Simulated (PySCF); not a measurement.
trifluoro(methoxy)methane (C2H3F3O), SMILES COC(F)(F)F. Heavy atoms are numbered as in [CH3:1][O:2][C:3]([F:4])([F:5])[F:6]. Hydrogens are named by the atom that carries them.

Geometry: PBE0-D3(BJ)/def2-SVP.

The numbers are results of B3LYP/pcSseg-1 (PySCF), not measurements.

GIAO shieldings, no solvent; atoms alike by connectivity are averaged. δ = σ(ref) − σ: ¹³C against TMS (σ = 181.3 ppm); ¹⁷O against H2O (σ = 333.8 ppm); ¹⁹F against CFCl3 (σ = 161.7 ppm); ¹H against TMS (σ = 31.68 ppm), references at their B3LYP-D3(BJ)/def2-TZVP geometries, non-relativistic.

Computed chemical shifts:
```tsv
nucleus	atoms	count	δ (ppm)
¹³C	C3	1	132.6
¹³C	C1 (CH3)	1	55.2
¹⁷O	O2	1	95.2
¹⁹F	F4	3	-92.0
¹H	H on C1	3	3.96
```
